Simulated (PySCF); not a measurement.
Identify the compound

The spectra below were simulated for a compound C3H10F3NSi3.

¹H NMR (400 MHz, computed): δ 7.06 (m, 1H), 4.80 (s, 6H), 3.72 (m, 1H), 3.21 (m, 1H), 3.07 (m, 1H).

¹³C{¹H} NMR (computed): δ 124.0 (CH), 97.1 (C), 45.8 (CH).

PySCF calculation with shielding tensors at PBE0/pcSseg-1 (GIAO) and coordinates at the GFN2-xTB level; relativity neglected, a single conformation, gas phase, fast rotation and ring inversion assumed for equivalent nuclei.

References, each an isolated molecule treated in the same way: ¹H (σ = 31.72 ppm) and ¹³C (σ = 186.93 ppm) vs TMS.

Q: Propose a structure and justify it.

A: 
The formula gives 1 degree of unsaturation (1 ring in the answer). 3 carbon signals for 3 carbons: no two carbons are equivalent. Carbon types of the structure: 1 × C, 2 × CH, leaving 8 H on heteroatoms. δC 124.0: sp3 CH bonded to 2 F; 2 electronegative neighbours deshield it. δC 97.1, 45.8: three-membered-ring carbon; pulled downfield by the heteroatom. δH 7.06: hydrogen on an sp3 CH bonded to 2 F; its carbon carries F, which withdraws density. δH 4.80: hydrogen on a silicon bonded to N. δH 3.72: hydrogen on a three-membered-ring carbon; its carbon carries N, hence the downfield position. δH 3.21, 3.07: hydrogen on a silicon bonded to 2 C, in a 3-membered ring.

Structure: SMILES FC(F)[C@@]1(F)[SiH2][C@@H]1N([SiH3])[SiH3].

The shifts were computed for this structure.

Splittings by ¹⁹F in the carbon and heteronuclear signals aren't shown, as no couplings were computed. Shifts are as computed. Against solution values, carbons near 30 ppm lie about +3 ppm off and those near 130 ppm about +5 ppm. Of 1309 compounds with measured shifts, 239 miss one by over three times the rms of a fit or turn the order of signals round; such compounds aren't used in these exercises. No couplings were computed; multiplicities are counted from neighbouring protons, with m where these are inequivalent, close in shift, in a saturated or five-membered ring or joined by F or P, and br s for small geminal =CH2 splittings.
